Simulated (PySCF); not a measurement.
# Manganese: a sound run and one with changed settings

Sound run: Mn [Ar] 3d5 4s2, Mn⁺ [Ar] 3d5 4s1. Calculation: PySCF 2.14, in jorge-DZP-DKH (8s6p2d1f, 43 functions); the spin-free X2C one-electron Hamiltonian (Gaussian nucleus). The sound run starts from symmetry-adapted Hartree-Fock orbitals and uses a fine grid where one is needed.

Changed run: radial step 0.5 in ln r (0.13 in the sound run). This setting is unsound on purpose.

```tsv
species	method	sound run (hartree)	changed run (hartree)	converged
Mn	UHF	-1157.14179	-1157.14179	yes
Mn	BP86	-1158.43395	-1158.42125	yes
Mn	MN15	-1158.94336	-1158.83861	yes
Mn⁺	UHF	-1156.92310	-1156.92310	yes
Mn⁺	BP86	-1158.16960	-1158.15667	yes
Mn⁺	MN15	-1158.68248	-1158.57786	yes
```

Ionisation energy of Mn:

| method | sound run (eV) | changed run (eV) |
| --- | --- | --- |
| UHF | 5.951 | 5.951 |
| BP86 | 7.193 | 7.199 |
| MN15 | 7.099 | 7.095 |

A coarse radial grid mis-integrates the density and the exchange-correlation energy, with errors of either sign; Hartree-Fock needs no grid.

For comparison, NIST gives 7.434 eV between the lowest levels.
